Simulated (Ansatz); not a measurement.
`CO[SiH](Cl)O[SiH3]` and `[SiH3]O[SiH](S)Cl` differ in one atom or group.

Ansatz, PBE0-D4/def2-TZVP geometries, multiplicity 1. Each molecule was computed in one conformer, which needn't be the lowest.

| property | `CO[SiH](Cl)O[SiH3]` |
| --- | --- |
| HOMO energy (B3LYP/def2-TZVPP) / eV | -8.49 |
| LUMO energy (PBE0/def2-TZVPP) / eV | 0.16 |
| HOMO energy (PBE/def2-TZVPP) / eV | -7.16 |
| HOMO energy (ωB97M-V/def2-TZVPP) / eV | -11.11 |
| LUMO energy (B3LYP/def2-TZVPP) / eV | -0.05 |
| size of the dipole moment (PBE/def2-TZVPP) / D | 1.32 |

Problem. Give the same properties after the change, and the shifts. (An estimate is asked.)

Solution. Computed: 
```tsv
property	`[SiH3]O[SiH](S)Cl`	shift
HOMO energy (B3LYP/def2-TZVPP) / eV	-7.61	0.88
LUMO energy (PBE0/def2-TZVPP) / eV	-0.10	-0.26
HOMO energy (PBE/def2-TZVPP) / eV	-6.62	0.54
HOMO energy (ωB97M-V/def2-TZVPP) / eV	-10.09	1.02
LUMO energy (B3LYP/def2-TZVPP) / eV	-0.30	-0.25
size of the dipole moment (PBE/def2-TZVPP) / D	1.03	-0.29
```

With PBE0 the HOMO rises by 0.85 eV and the LUMO falls by 0.26 eV, so the gap narrows by about 1.11 eV. PBE moves the HOMO by 0.54 eV and ωB97M-V by 1.02 eV. Dipoles are sizes alone; their direction can turn.

B3LYP here is the variant with VWN-RPA as its local correlation; programs differ in this.
